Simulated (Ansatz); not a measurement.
`C[Si](C)(C)[Sn]([Cl])([Cl])[Cl]`, relaxed with RKS PBE0-D4/def2-TZVP in Ansatz from a PBE-D4/def2-SVP geometry. The force threshold is 0.005 eV/Å; the program also tests the step.

Charge 0, multiplicity 1. Sn: def2 effective core potential.

Start:

```xyz
17

C    -0.300   -0.026    1.993
Si    0.306   -0.016    0.210
C     1.155   -1.618   -0.301
C     1.281    1.531   -0.243
Sn   -1.845    0.098   -1.246
Cl   -1.353    0.130   -3.577
Cl   -3.293   -1.761   -0.902
Cl   -3.153    2.042   -0.820
H    -0.948   -0.904    2.187
H     0.564   -0.071    2.690
H    -0.880    0.892    2.221
H     1.405   -1.610   -1.381
H     0.503   -2.492   -0.101
H     2.097   -1.751    0.273
H     2.230    1.569    0.333
H     0.701    2.447   -0.014
H     1.532    1.540   -1.323
```

(1) By how much does the energy fall, and how many steps does the optimiser take? (Estimate.)

(2) Which bonds change most? (Estimate.)

(3) Give the relaxed structure. (Best estimate.)

## Answers

(1) The calculation gave: 10.29 kJ/mol, in 7 steps.

(2) Ansatz gave: Sn5–Cl6 from 2.382 to 2.332 Å; Sn5–Cl7 from 2.382 to 2.332 Å; Sn5–Cl8 from 2.382 to 2.332 Å; C1–Si2 from 1.884 to 1.865 Å.

(3) Ansatz gave: 
```xyz
17

C    -0.292   -0.025    1.971
Si    0.299   -0.016    0.202
C     1.154   -1.598   -0.290
C     1.278    1.510   -0.233
Sn   -1.842    0.096   -1.246
Cl   -1.422    0.130   -3.539
Cl   -3.287   -1.706   -0.929
Cl   -3.148    1.987   -0.849
H    -0.928   -0.889    2.173
H     0.568   -0.071    2.647
H    -0.858    0.879    2.205
H     1.416   -1.593   -1.350
H     0.522   -2.467   -0.096
H     2.077   -1.714    0.286
H     2.207    1.531    0.345
H     0.718    2.420   -0.005
H     1.539    1.525   -1.293
```
